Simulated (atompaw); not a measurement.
**Sm PAW (atompaw): all-electron and pseudo phase curves**

atompaw 4.2.0.5 input, output lines left out:

```
Sm 62
GGA-PBE loggrid 2001 logderivrange -5 5 251
6 6 5 4 0 0
6 0 1.5
6 1 0
5 2 0
4 3 6
0 0 0
c
c
c
c
v
v
c
c
c
v
v
c
c
v
v
3
3.00 2.30 2.70 2.50
n
n
y
1.2
n
y
3.5
n
bloechl sinc
4 0 troulliermartins
```

The phase is arctan(r·u′/u) with u = r·R(r), unwrapped; energies in Ry, scanned from -5 to 5 Ry. A pole is an energy at which the radial function vanishes at the test radius. The pseudo phase is shifted by a multiple of π to meet the all-electron one at the reference energy, and phase errors are pseudo minus all-electron; the curves can meet again beyond the range given. Levels narrower than the energy grid can be missing from the lists of poles.

| channel | radius (bohr) | reference energy (Ry) | poles, all-electron | poles, pseudo | unbroken range about the reference energy with phases within 0.05 rad | phase error 1 Ry above the reference energy (rad) |
| --- | --- | --- | --- | --- | --- | --- |
| s | 3.00 | -0.41 | -2.94, 2.63 | -2.94, 2.20 | below 2.4 | -0.018 |
| p | 3.00 | -0.24 | -1.69, 3.64 | -1.69, 3.38 | below 4.4 | -0.011 |
| d | 3.00 | -0.36 | 0.38 | 0.38 | the whole range | -0.000 |
| f | 3.00 | -0.63 | -0.60, 2.99 | -0.60, 3.01 | below 0.6 | +0.032 |

Phases in the d channel:

```tsv
E (Ry)	all-electron	pseudo
-5.00	1.415	1.415
-4.52	1.406	1.406
-4.04	1.395	1.395
-3.56	1.382	1.382
-3.08	1.364	1.364
-2.60	1.341	1.341
-2.12	1.307	1.307
-1.64	1.250	1.250
-1.16	1.129	1.129
-0.68	0.649	0.649
-0.20	-1.133	-1.133
0.28	-1.537	-1.537
0.76	-1.672	-1.672
1.24	-1.775	-1.775
1.72	-1.914	-1.914
2.20	-2.228	-2.230
2.68	-3.296	-3.314
3.16	-4.204	-4.215
3.64	-4.460	-4.467
4.12	-4.569	-4.575
4.60	-4.630	-4.637
```
